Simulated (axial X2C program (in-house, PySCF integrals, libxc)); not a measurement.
# Spectroscopic constants of ScF

Computed with an axial X2C code built on PySCF integrals. Spin-free means the one-electron spin-free X2C Hamiltonian; two-component (2c) means X2C with spin–orbit coupling and atomic mean-field two-electron Coulomb and Gaunt terms, so the difference of the two also holds small scalar two-electron terms. Basis: Sc dyall-cv3z [10s11p7d5f2g], F dyall-av3z [7s6p3d2f] (cores contracted in-house); Gaussian nuclei, density fitting, unrestricted open shells. Masses: Sc 44.956 u, F 18.998 u.

The run was started with this input:
```json
{"zs": [21, 9], "q": 0, "bas": ["dyall-cv3z", "dyall-av3z"], "levels": ["PBE0", "HF", "M06"], "cc": true, "r0": 2.12, "thr": -1.0, "nmax": 90, "npts": 10, "nst": 2, "ntry": 6}
```
```bash
python so2c.py task.json out
```

Keys: zs atomic numbers; q charge; bas basis sets; levels methods; cc coupled cluster on or off; r0 starting distance in Å; thr threshold in hartree for freezing inner shells (an s shell follows its p shell); nmax most natural virtual spinors; npts points on the curve; nst determinants followed; ntry starts of the search. HF also brings MP2.

State, spin-free: M_S = 1, Λ = 2 (beyond evenly filled blocks: σα, δ+α); electrons by block: σα: 9, σβ: 8, π+α: 3, π+β: 3, π-α: 3, π-β: 3, δ+α: 1. Fragments: Sc + F.

State, 2c: Ω = 1 (⟨Sz⟩ = -1.00, ⟨Lz⟩ = 2.00 at PBE0); electrons by block: 1/2: 11, -1/2: 12, 3/2: 4, -3/2: 3. Fragments: Sc + F.

```csv
Hamiltonian,level,Re (Å),ωe (cm⁻¹),Be (cm⁻¹),αe (cm⁻¹),De (eV),D0 (eV),k (mdyn/Å),μ (D)
spin-free,PBE0,1.839,661.2,0.3731,0.00261,6.07,6.03,3.44,-2.84
spin-free,HF,1.891,632.2,0.3531,0.0024,4.56,4.52,3.14,-2.67
spin-free,MP2,1.897,609.6,0.3507,0.00246,6.24,6.20,2.92,n/a
spin-free,CCSD,1.890,622.3,0.3532,0.00243,5.61,5.57,3.05,n/a
spin-free,CCSD(T),1.891,619.5,0.353,0.00245,5.74,5.70,3.02,n/a
spin-free,M06,1.848,656.2,0.3698,0.00255,5.72,5.68,3.39,-2.79
2c,PBE0,1.839,661.0,0.3731,0.00261,6.08,6.04,3.44,-2.84
2c,HF,1.891,631.9,0.353,0.0024,4.55,4.51,3.14,-2.67
2c,MP2,1.897,609.4,0.3506,0.00246,6.23,6.19,2.92,n/a
2c,CCSD,1.891,621.9,0.3531,0.00246,5.60,5.56,3.04,n/a
2c,CCSD(T),1.891,619.0,0.3529,0.00248,5.72,5.68,3.01,n/a
```

Correlated methods: 10 electrons correlated (number of frozen shells: Sc 3 s, 2 p; F 1 s), 300 virtual spin orbitals or spinors in MP2, 90 natural virtuals in coupled cluster.

Dipoles are positive if F is the positive end.

One determinant describes the state; a PBE0 search over occupations chose it and may have missed a lower one. Dissociation energies refer to the lowest single-determinant-based atoms at the same level and basis. Density functionals use the spin component along the axis (collinear). CCSD and (T) use frozen natural virtuals with an MP2 correction for the truncation; (T) itself is uncorrected, so its De runs slightly low. In 2c an atomic determinant is not the ground J level, so De misses part of the atomic spin–orbit lowering. This holds for PBE0. Other states lie close and PBE0, whose exact exchange favours high spin, may order them wrongly; the determinant shown need not be the ground state. The nearest other spin-free determinant of the search, M_S = 0, Λ = 0, lies 0.08 eV up at the distance of the search. The functionals have no current-density term, which raises determinants with orbital currents, atoms included. With several unpaired electrons one determinant need not be a pure state. The outer-core s and p shells of the metal are frozen in the correlated rows, which leaves out core–valence correlation; for alkali and alkaline-earth bonds that tends to lengthen them.

No reliable constants came from M06 (2c): no minimum in range, unconverged points, a curve that is not smooth, a change of character along it, or the two Hamiltonians disagreeing along it.

Rough cost a point (2c) on 1 thread(s) of a shared host, integrals apart: PBE0 0.5 s, HF 0.4 s, CCSD(T) 4 s.

The whole task took 2.5 min on 1 thread of Arm Neoverse V1, with other jobs on the host.
